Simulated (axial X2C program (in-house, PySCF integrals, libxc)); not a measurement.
## Levels of InF⁻ by electron attachment to InF (EOM-EA-CCSD)

Calculated with an in-house all-electron X2C program for linear molecules (integrals from PySCF): two-component X2C with atomic mean-field Coulomb and Gaunt terms, Gaussian nuclei, basis In dyall-acv3z, F dyall-av3z with contracted cores.

R = 1.996 Å (near the PBE0 minimum at charge 0 of the determinant lowest at the starting distance; the state shown can have its own minimum elsewhere).

Levels of InF⁻ obtained by attaching an electron to InF:

```csv
Ω,binding energy (eV),above lowest (cm⁻¹),attached spinor,one-particle weight
1/2,0.065,0,"89% In pπ, 6% F pπ",0.97
3/2,0.001,521,90% In pπ,0.97
1/2,-0.483,4420,"80% In pσ, 18% In sσ",0.99
1/2,-0.766,6706,"75% In sσ, 16% In pσ",0.99
1/2,-0.873,7572,95% In pπ,0.99
3/2,-0.914,7900,96% In pπ,0.98
1/2,-1.712,14333,"64% In pσ, 27% In dσ",0.98
```

What is the splitting of the first π pair in the table, and is it regular or inverted?

E(3/2) − E(1/2) = 521 − 0 = 521 cm⁻¹ at EOM-EA-CCSD: regular, Ω = 1/2 lower. Splittings at this level can be off by ten to twenty per cent.

Negative binding energies belong to unbound states, resonances or levels that the basis set holds; within some tenths of an eV of zero the sign is not settled.

This point took 17 s on 1 thread of Arm Neoverse N1, on a shared host.

Reference electrons by ω block (each with its −ω partner): 1/2: 19, 3/2: 8, 5/2: 2. 10 electrons of InF correlated (inner shells frozen), 92 natural virtual spinors (a truncated set); levels can be off by some tenths of an eV. Roots sought by Ω: (1/2: 5, 3/2: 4, 5/2: 2, 7/2: 1); rows need 60 % one-particle weight and stop where some Ω has no more roots. Missing are any skipped roots, higher Ω and states of a further excitation; these come out far too high here and may in truth be low or lowest. T1 of the reference 0.018 (Lee–Taylor). Number of frozen shells: In 4 s, 3 p, 2 d; F 1 s.
